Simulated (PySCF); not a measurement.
From one molecule to another.

First species: 2,2,3,3,4,4,4-heptafluoro-1-butanol, C4H3F7O.
SMILES: `OCC(F)(F)C(F)(F)C(F)(F)F`

Second species: C₅H₈ClF₃Si.
Geometry (GFN2-xTB, Å), atoms numbered from 1 in this order:
```xyz
18
C5H8ClF3Si angstrom
F     -2.9360    0.7883    0.3806
C     -1.8985    0.8532   -0.4736
F     -2.3891    1.3817   -1.6097
F     -1.0650    1.7817    0.0306
C     -1.2396   -0.4737   -0.6788
Si    -0.6182   -1.2311    0.9693
C      0.8832   -0.2122    1.5773
C      1.9533   -0.1837    0.5412
C      2.1905    0.8649   -0.2298
Cl     3.3964    0.8567   -1.4619
H     -1.9741   -1.1236   -1.1514
H     -0.4183   -0.3287   -1.3794
H     -1.6943   -1.2096    1.9588
H     -0.2229   -2.6020    0.6350
H      1.2725   -0.6658    2.4880
H      0.5711    0.8037    1.8178
H      2.5271   -1.0908    0.4157
H      1.6531    1.7974   -0.1545
```

Levels: PBE0/pcSseg-1 for dipole moment, HOMO energy, LUMO energy and HOMO–LUMO gap; GFN2-xTB for rotational constant A and rotational constant C. Geometries: GFN2-xTB. All species are isolated and taken at one optimised geometry, non-relativistic unless stated; the electronic structure was computed with PySCF and density fitting.

The conformers computed, where there is a choice (atom-mapped SMILES and torsion angles):
- `[OH:1][CH2:2][C:3]([F:4])([F:5])[C:6]([F:7])([F:8])[C:9]([F:10])([F:11])[F:12]`: O1–C2–C3–F4 -56°, C2–C3–C6–F7 -148°, C3–C6–C9–F10 -167°, H–O1–C2–C3 -58°
- `[F:1][C:2]([F:3])([F:4])[CH2:5][SiH2:6][CH2:7]/[CH:8]=[CH:9]/[Cl:10]`: F1–C2–C5–Si6 -58°, C2–C5–Si6–C7 -71°, C5–Si6–C7–C8 -57°, Si6–C7–C8–C9 104°

Task: Which of the two has the higher HOMO energy, and by how much?

Result: The second: -7.15 eV against -8.77 eV, a difference of 1.62 eV.

Task: Which of the two has the higher dipole moment, and by how much?

Result: The second: 2.49 D against 1.60 D, a difference of 0.89 D.

Task: Which has the higher rotational constant A?

Result: The first: 1.454 GHz against 1.340 GHz, a difference of 0.114 GHz.

Task: Which has the higher rotational constant C?

Result: The first: 0.680 GHz against 0.417 GHz, a difference of 0.263 GHz.

Task: Which has the higher HOMO–LUMO gap?

Result: The first: 9.51 eV against 6.83 eV, a difference of 2.68 eV.

Task: Which of the two has the higher LUMO energy, and by how much?

Result: The first: 0.74 eV against -0.32 eV, a difference of 1.06 eV.

On the first: The dipole equals about 5.4 × 10⁻³⁰ C·m (1 D = 3.33564 × 10⁻³⁰ C·m).

On the second: The dipole equals about 8.3 × 10⁻³⁰ C·m (1 D = 3.33564 × 10⁻³⁰ C·m).
